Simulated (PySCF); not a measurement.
Calculated properties of `FC(F)(F)C(F)([C@H]1CN1)F`

Species: C4H4F5N.
Structure used (GFN2-xTB), in Å, numbered top down from 1:
```xyz
14
C4H4F5N angstrom
F      2.2698    0.2124    0.9909
C      1.8715   -0.2031   -0.2132
F      2.8385    0.0754   -1.0802
F      1.7430   -1.5306   -0.1590
C      0.5199    0.4531   -0.5979
F      0.7305    1.7839   -0.7562
F      0.1639   -0.0219   -1.8171
C     -0.5527    0.1881    0.4391
C     -1.9755    0.2063    0.0204
N     -1.3228   -1.0243    0.3917
H     -0.2713    0.5356    1.4273
H     -2.2043    0.4055   -1.0195
H     -2.7105    0.5637    0.7272
H     -1.1007   -1.6447   -0.3808
```

Some functional groups and rings: amine, CF3 group, C–F bond and three-membered ring with nitrogen.

From GFN2-xTB geometry:

| Property | Result |
| --- | --- |
| Point group of the GFN2-xTB geometry | C1 |
| Rotational constants A, B, C of the GFN2-xTB geometry | 2.122, 1.102, 0.995 GHz |

PBE0/def2-SVPD ground state and vertical TDDFT (core frozen in the response) (PySCF):

| Property | Result |
| --- | --- |
| Dipole moment | 1.70 D |
| HOMO energy | -7.90 eV |
| LUMO energy | 0.59 eV |
| HOMO–LUMO gap | 8.49 eV |
| Lowest singlet excitation | 7.13 eV (174 nm, f = 0.006) |
| Strongest line among the 6 lowest singlet transitions | S5 at 8.39 eV (148 nm, f = 0.034) |
| Lowest triplet excitation (Tamm–Dancoff) | 6.87 eV |
| Static isotropic polarisability | 57.8 au |
| Electronic spatial extent ⟨r²⟩ about the centre of nuclear charge | 1224 bohr² |

From PBE0/pcSseg-1 ground state and GIAO shieldings, non-relativistic (PySCF):

| Quantity | Value |
| --- | --- |
| Lowest Hirshfeld atomic charge | -0.19 e on N10 |
| Highest Hirshfeld atomic charge | +0.24 e on C2 |
| 13C chemical shifts (computed TMS as zero) by class | 129.1 (C2), 121.7 (C5), 30.1 (C8), 20.7 (C9) ppm |
| 1H chemical shifts (computed TMS as zero) by class | 2.32 (H11), 2.19 (H12), 1.76 (H13), 0.67 (H14) ppm |
| Isotropic shieldings of nuclei other than C and H, by class | 240 (N10), 271 (F1/F3/F4), 309 (F6), 333 (F7) ppm |
| Mayer bond orders between heavy atoms | F1–C2 1.00, C2–F3 1.03, C2–F4 1.01, C2–C5 0.91, C5–F6 0.95, C5–F7 0.93, C5–C8 0.93, C8–C9 0.98, C9–N10 0.95, N10–C8 0.97 |

Monoisotopic mass (most abundant isotopes): 161.0264 u.

The principal polarisabilities are 52.8, 55.1 and 65.6 au; their mean is the isotropic value. The vertical singlet–triplet gap S1 − T1 is 0.26 eV (TDDFT singlet less Tamm–Dancoff triplet; S1: HOMO→LUMO, weight 0.83; T1: HOMO→LUMO, weight 0.58, beside HOMO→LUMO+1, weight 0.34). The polarisability is 8.57 Å³ as a volume (1 au = 0.148185 Å³), or 0.72 au for each of the 80 electrons. With B = h/(8π²I), that is 505.379 GHz u Å² over I, the principal moments of inertia are 238.2, 458.5 and 507.7 u Å² (most abundant isotopes). The dipole matches unit charges of opposite sign 0.35 Å apart (1 e·Å = 4.8032 D). A dipole of 1.70 D is allowed in C1, and pure rotational transitions are dipole-allowed. The largest Löwdin shares of the HOMO are 0.58 on N10, 0.13 on C9, 0.12 on C8 and 0.05 on H14.

One conformer (not necessarily the lowest) at the GFN2-xTB geometry, without solvent or vibrations. NMR classes are plain means over equivalent atoms (diastereotopic ones count apart unless rotation or inversion swaps them), as if these changed places fast; in this geometry the members of some classes differ.
